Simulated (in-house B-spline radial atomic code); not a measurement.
Ionisation energies along the 35-electron series, configuration 1s2 2s2 2p6 3s2 3p6 3d10 4s2 4p1/2(2) 4p3/2(3), as differences of self-consistent energies. Dirac energy differences include first-order Breit, QED and recoil terms. NIST's values go from ground level to ground level; the uncertainty of those that are theory runs from under 0.1 % in few-electron ions to several per cent in heavy many-electron ones. Computed with a B-spline radial code for spherical atoms: Dirac-Hartree-Fock, jj configuration that fills j = l - 1/2 first, finite nuclei.

A number in brackets counts the electrons of a j subshell.

```csv
ion,configuration after,ionisation energy (eV),IE/(q+1)² (eV),-ε less Coulomb ΔSCF (eV),Breit and QED recoil part (eV),tabulated value (eV),tabulated kind,computed minus tabulated (eV)
Br,[Ar] 3d10 4s2 4p1/2(2) 4p3/2(2),11.4,11.419,0.8593,0.0010669,11.81381,measured,-0.4
Kr+,[Ar] 3d10 4s2 4p1/2(2) 4p3/2(2),24.0,5.9923,0.76241,-0.0024714,24.35984,measured,-0.4
Rb2+,[Ar] 3d10 4s2 4p1/2(2) 4p3/2(2),38.8,4.3163,0.70418,-0.0072859,39.247,semi-empirical,-0.4
Sr3+,[Ar] 3d10 4s2 4p1/2(2) 4p3/2(2),55.9,3.4918,0.66558,-0.013353,56.28,semi-empirical,-0.4
Zr5+,[Ar] 3d10 4s2 4p1/2(2) 4p3/2(2),95.9,2.6652,0.61905,-0.029403,96.38,semi-empirical,-0.4
Nb6+,[Ar] 3d10 4s2 4p1/2(2) 4p3/2(2),118.9,2.4262,0.6046,-0.039489,119.1,measured,-0.2
Mo7+,[Ar] 3d10 4s2 4p1/2(2) 4p3/2(2),143.7,2.2454,0.59374,-0.05103,143.6,measured,0.1
Tc8+,[Ar] 3d10 4s2 4p1/2(2) 4p3/2(2),170.4,2.1034,0.58551,-0.064125,169,tabulated theory,1.4
Ru9+,[Ar] 3d10 4s2 4p1/2(2) 4p3/2(2),?,?,?,?,?,tabulated theory,?
Rh10+,[Ar] 3d10 4s2 4p1/2(2) 4p3/2(2),229.2,1.8942,0.57445,-0.095166,228,tabulated theory,1.2
Pd11+,[Ar] 3d10 4s2 4p1/2(2) 4p3/2(2),261.3,1.8148,0.57082,-0.11327,260,tabulated theory,1.3
Ag12+,[Ar] 3d10 4s2 4p1/2(2) 4p3/2(2),295.3,1.7471,0.56811,-0.13321,294,tabulated theory,1.3
Cd13+,[Ar] 3d10 4s2 4p1/2(2) 4p3/2(2),?,?,?,?,?,tabulated theory,?
In14+,[Ar] 3d10 4s2 4p1/2(2) 4p3/2(2),368.5,1.6377,0.5647,-0.17883,368,tabulated theory,0.5
Sn15+,[Ar] 3d10 4s2 4p1/2(2) 4p3/2(2),407.8,1.5928,0.56375,-0.20466,407,tabulated theory,0.8
Sb16+,[Ar] 3d10 4s2 4p1/2(2) 4p3/2(2),448.8,1.553,0.56319,-0.23265,447,tabulated theory,1.8
Te17+,[Ar] 3d10 4s2 4p1/2(2) 4p3/2(2),491.7,1.5174,0.56295,-0.26278,491,tabulated theory,0.7
I18+,[Ar] 3d10 4s2 4p1/2(2) 4p3/2(2),536.3,1.4855,0.56298,-0.29528,535,tabulated theory,1.3
Xe19+,[Ar] 3d10 4s2 4p1/2(2) 4p3/2(2),582.6,1.4566,0.56322,-0.33008,582,tabulated theory,0.6
Cs20+,[Ar] 3d10 4s2 4p1/2(2) 4p3/2(2),630.8,1.4303,0.56365,-0.36734,629,tabulated theory,1.8
Ba21+,[Ar] 3d10 4s2 4p1/2(2) 4p3/2(2),?,?,?,?,?,tabulated theory,?
La22+,[Ar] 3d10 4s2 4p1/2(2) 4p3/2(2),732.4,1.3845,0.56495,-0.44945,731,tabulated theory,1.4
```

Question: Fill in the row of Ru9+.

Answer: ionisation energy (eV): 198.9; IE/(q+1)² (eV): 1.9888; -ε less Coulomb ΔSCF (eV): 0.57923; Breit and QED recoil part (eV): -0.078799; tabulated value (eV): 198; computed minus tabulated (eV): 0.9.

Question: Fill in the row of Cd13+.

Answer: ionisation energy (eV): 331.0; IE/(q+1)² (eV): 1.6887; -ε less Coulomb ΔSCF (eV): 0.56611; Breit and QED recoil part (eV): -0.15501; tabulated value (eV): 329; computed minus tabulated (eV): 2.0.

Question: Fill in the row of Ba21+.

Answer: ionisation energy (eV): 680.7; IE/(q+1)² (eV): 1.4064; -ε less Coulomb ΔSCF (eV): 0.56424; Breit and QED recoil part (eV): -0.40708; tabulated value (eV): 679; computed minus tabulated (eV): 1.7.

Question: How far is this level of theory from the measured and semi-empirical values?

Answer: Over those 7 rows the differences run from -0.432 to +0.103 eV (mean absolute value 0.34 eV). The calculation leaves out correlation and, in open shells, the multiplet splittings that an average leaves out.
